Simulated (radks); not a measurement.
Values are calculated unless marked as measured or tabulated.
Problem. The lithium anion Li-, [He] 2s2, held by a Watson sphere: a shell of charge +1 at radius R that stands for the Madelung well of a crystal (potential energy -1/R inside, -1/r outside, in hartree with lengths in bohr). Code: a radial shooting solver on a logarithmic mesh with Libxc functionals. Model: non-relativistic Kohn-Sham, r2SCAN, spin-unpolarised, spherical densities, point nucleus; meta-GGA in the generalised Kohn-Sham scheme.

R (bohr)  e(1s) (eV)  e(2s) (eV)  <r> 2s (bohr)  sum of <r^2> (bohr^2)  X-ray form factor at sin(theta)/lambda = 0.2 1/angstrom
2.59         -53.295      -4.404          3.434                  28.44                                                    1.719
2.86         -52.879      -4.260          3.535                  30.02                                                    1.709
2.88         -52.854      -4.249          3.543                  30.15                                                    1.709
3.1          -52.618      -4.131          3.626                  31.51                                                    1.704
3.22         -52.516      -4.066          3.671                  32.27                                                    1.702
3.29         -52.463      -4.028          3.698                  32.71                                                    1.701
3.94         -52.133      -3.689          3.936                  36.96                                                    1.701

Estimate the row for R = 3.2 bohr.

Solution. e(1s) (eV) -52.532; e(2s) (eV) -4.077; <r> 2s (bohr) 3.664; sum of <r^2> (bohr^2) 32.14; X-ray form factor at sin(theta)/lambda = 0.2 1/angstrom 1.702.
